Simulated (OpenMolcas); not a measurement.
**OpenMolcas run: Sr**

Input:

```
&GATEWAY
Coord
1

Sr 0.0 0.0 0.0
Basis=ANO-RCC
Group=XYZ
NoMove
AngMom=0.0 0.0 0.0
AMFI
&SEWARD
* reference wave functions (RASSCF and RASSI steps not shown): 2 electrons in 9 orbitals (4d 5s 5p)
>>> COPY JOB001 $Project.JobIph
&CASPT2
Multistate=15 1 2 3 4 5 6 7 8 9 10 11 12 13 14 15
Frozen=8 6
IPEA=0.25
Imaginary=0.1
MaxIter=60
WThr=0.0 0.3 0.05
PrWF=0.5
NoMix
>>> COPY JOB002 $Project.JobIph
&CASPT2
Multistate=12 1 2 3 4 5 6 7 8 9 10 11 12
Frozen=8 6
IPEA=0.25
Imaginary=0.1
MaxIter=60
WThr=0.0 0.3 0.05
PrWF=0.5
NoMix
>>> COPY JOB003 $Project.JobIph
&CASPT2
Multistate=18 1 2 3 4 5 6 7 8 9 10 11 12 13 14 15 16 17 18
Frozen=8 6
IPEA=0.25
Imaginary=0.1
MaxIter=60
WThr=0.0 0.3 0.05
PrWF=0.5
NoMix
...
```

Output, cut to the results:

```
--- CASPT2 ---
Orbital specifications:
      -----------------------

      Symmetry species                           1   2
                                                ag  au
      Frozen orbitals                            8   6
      Inactive orbitals                          1   3
      Active orbitals                            6   3
      Secondary orbitals                        49  46
      Deleted orbitals                           0   0
      Number of basis functions                 64  58
Type of calculation                        MS-CASPT2
      Fock operator                              state-specific
      IPEA shift                                 0.25
      Real shift                                 0.00
      Imaginary shift                            0.10
      The input orbitals will be transformed to quasi-canonical
Reference energy:       -3176.9695688701
      E2 (Non-variational):      -0.2442767860
      Shift correction:          -0.0004334787
      E2 (Variational):          -0.2447102647
      Total energy:           -3177.2142791348
      Residual norm:              0.0000000632
      Reference weight:           0.93280
      Contributions to the CASPT2 correlation energy
      Active & Virtual Only:         -0.0051418832
      One Inactive Excited:          -0.0393872952
      Two Inactive Excited:          -0.1997476076
Reference energy:       -3176.9695688701
      E2 (Non-variational):      -0.2442776368
      Shift correction:          -0.0004335974
      E2 (Variational):          -0.2447112342
      Total energy:           -3177.2142801043
      Residual norm:              0.0000000655
      Reference weight:           0.93280
      Contributions to the CASPT2 correlation energy
      Active & Virtual Only:         -0.0051416761
      One Inactive Excited:          -0.0393880090
      Two Inactive Excited:          -0.1997479517
::    CASPT2 Root  1     Total energy:  -3177.21427913
::    CASPT2 Root  2     Total energy:  -3177.21428010
::    CASPT2 Root  3     Total energy:  -3177.21427901
::    CASPT2 Root  4     Total energy:  -3177.21427905
::    CASPT2 Root  5     Total energy:  -3177.21427905
::    CASPT2 Root  6     Total energy:  -3177.13775704
::    CASPT2 Root  7     Total energy:  -3177.13775704
::    CASPT2 Root  8     Total energy:  -3177.13775705
::    CASPT2 Root  9     Total energy:  -3177.12284849
::    CASPT2 Root 10     Total energy:  -3177.12279470
::    CASPT2 Root 11     Total energy:  -3177.12308919
::    CASPT2 Root 12     Total energy:  -3177.12257300
::    CASPT2 Root 13     Total energy:  -3177.12292464
::    CASPT2 Root 14     Total energy:  -3177.12397026
::    CASPT2 Root 15     Total energy:  -3177.12330978
::    MS-CASPT2 Root  1     Total energy:  -3177.21428011
::    MS-CASPT2 Root  2     Total energy:  -3177.21427917
::    MS-CASPT2 Root  3     Total energy:  -3177.21427906
::    MS-CASPT2 Root  4     Total energy:  -3177.21427905
::    MS-CASPT2 Root  5     Total energy:  -3177.21427900
::    MS-CASPT2 Root  6     Total energy:  -3177.13775876
::    MS-CASPT2 Root  7     Total energy:  -3177.13775807
::    MS-CASPT2 Root  8     Total energy:  -3177.13775728
::    MS-CASPT2 Root  9     Total energy:  -3177.12407877
::    MS-CASPT2 Root 10     Total energy:  -3177.12353697
::    MS-CASPT2 Root 11     Total energy:  -3177.12309259
::    MS-CASPT2 Root 12     Total energy:  -3177.12299549
::    MS-CASPT2 Root 13     Total energy:  -3177.12295118
::    MS-CASPT2 Root 14     Total energy:  -3177.12257075
::    MS-CASPT2 Root 15     Total energy:  -3177.12228129
--- CASPT2 ---
Orbital specifications:
      -----------------------

      Symmetry species                           1   2
                                                ag  au
      Frozen orbitals                            8   6
      Inactive orbitals                          1   3
      Active orbitals                            6   3
      Secondary orbitals                        49  46
      Deleted orbitals                           0   0
      Number of basis functions                 64  58
Type of calculation                        MS-CASPT2
      Fock operator                              state-specific
      IPEA shift                                 0.25
      Real shift                                 0.00
      Imaginary shift                            0.10
      The input orbitals will be transformed to quasi-canonical
Reference energy:       -3177.0631632319
      E2 (Non-variational):      -0.2348628986
      Shift correction:          -0.0002615110
      E2 (Variational):          -0.2351244097
      Total energy:           -3177.2982876415
      Residual norm:              0.0000000420
      Reference weight:           0.94037
      Contributions to the CASPT2 correlation energy
      Active & Virtual Only:         -0.0022554783
      One Inactive Excited:          -0.0275370570
      Two Inactive Excited:          -0.2050703633
Reference energy:       -3176.9657418418
      E2 (Non-variational):      -0.2376240513
      Shift correction:          -0.0006230536
      E2 (Variational):          -0.2382471050
      Total energy:           -3177.2039889467
      Residual norm:              0.0000001423
      Reference weight:           0.93219
      Contributions to the CASPT2 correlation energy
      Active & Virtual Only:         -0.0065568954
      One Inactive Excited:          -0.0294465833
      Two Inactive Excited:          -0.2016205726
::    CASPT2 Root  1     Total energy:  -3177.29828764
::    CASPT2 Root  2     Total energy:  -3177.20398895
::    CASPT2 Root  3     Total energy:  -3177.20410287
::    CASPT2 Root  4     Total energy:  -3177.20399205
::    CASPT2 Root  5     Total energy:  -3177.20407890
::    CASPT2 Root  6     Total energy:  -3177.20408549
::    CASPT2 Root  7     Total energy:  -3177.13288889
::    CASPT2 Root  8     Total energy:  -3177.13295076
::    CASPT2 Root  9     Total energy:  -3177.13295197
...
```

Levels above the lowest, from the spin-orbit matrix with the multistate effective Hamiltonian, averaged by term, added to it:

| Configuration | Term | J | E (cm-1) | Measured (cm-1) | g | Term weight % |
| --- | --- | --- | --- | --- | --- | --- |
| 5s2 | 1S | 0 | 0.0 | 0.0 |  | 100 |
| 5s 5p | 3P* | 0 | 14170 | 14318 |  | 100 |
| 5s 5p | 3P* | 1 | 14270 | 14504 | 1.501 | 100 |
| 5s 5p | 3P* | 2 | 14470 | 14899 | 1.501 | 100 |
| 4d 5s | 3D | 1 | 18440 | 18159 | 0.499 | 100 |
| 4d 5s | 3D | 2 | 18500 | 18219 | 1.167 | 100 |
| 4d 5s | 3D | 3 | 18610 | 18319 | 1.334 | 100 |
| 4d 5s | 1D | 2 | 20540 | 20150 | 1.000 | 98 |
| 5s 5p | 1P* | 1 | 21400 | 21698 | 1.000 | 100 |
| 4d 5p | 3F* | 2 | 32720 | 33267 | 0.670 | 99 |
| 4d 5p | 3F* | 3 | 32920 | 33590 | 1.084 | 100 |
| 4d 5p | 3F* | 4 | 33180 | 33919 | 1.251 | 100 |
| 4d 5p | 1D* | 2 | 33800 | 33827 | 0.996 | 98 |
| 5p2 | 3P | 0 | 35020 | 35193 |  | 97 |
| 5p2 | 3P | 1 | 35210 | 35400 | 1.501 | 100 |
| 5p2 | 3P | 2 | 35440 | 35675 | 1.492 | 98 |
| 4d 5p | 3D* | 1 | 36230 | 36264 | 0.503 | 100 |
| 4d 5p | 3D* | 2 | 36340 | 36382 | 1.170 | 99 |
| 4d 5p | 3D* | 3 | 36500 | 36560 | 1.331 | 99 |
| 4d2 | 1D | 2 | 36660 |  | 1.008 | 97 |
| 4d 5p | 3P* | 0 | 36870 | 37292 |  | 100 |
| 5p2 | 1S | 0 | 36880 |  |  | 96 |
| 4d 5p | 3P* | 1 | 36900 | 37303 | 1.497 | 100 |
| 4d 5p | 3P* | 2 | 36950 | 37337 | 1.497 | 99 |

Against the 21 measured excited levels shown (NIST Handbook of Basic Atomic Spectroscopic Data) the mean absolute deviation is 300 cm-1; the largest miss in energy is 4d 5p 3F* 4: computed 33180, measured 33919 cm-1 (-2.2 %), and the largest in proportion 5s 5p 3P* 2 (-2.9 %).

Term energies are means over components that CASPT2 splits; among the terms shown or strongly mixed into the levels shown the widest spread is 220 cm-1 (4d 5p 3F*). Over all roots computed the reference weight is 0.89 to 0.94; the roots of lowest weight are the least certain, and an intruder state may touch them. Some high roots are left out of the spin-orbit mixing, which shifts the levels that they would mix with. A single d shell beside an s shell can misplace configurations of different d count against each other. Measured partners are found by configuration, term and J. A level has none where our copy of the source lacks it or the pairing is in doubt (some pairs that miss far off the trend of their configuration count as doubtful), and it then counts in no deviation. Levels of configurations outside the active space are missing. The first state left out of the spin-orbit step lies near 47000 cm-1 above the lowest spin-free state of the reference (among the parities and spins computed), and the list stops at four fifths of that energy or lower.

The term weight is that of the spin-free term in the level, not the purity of its configuration. * marks odd parity.
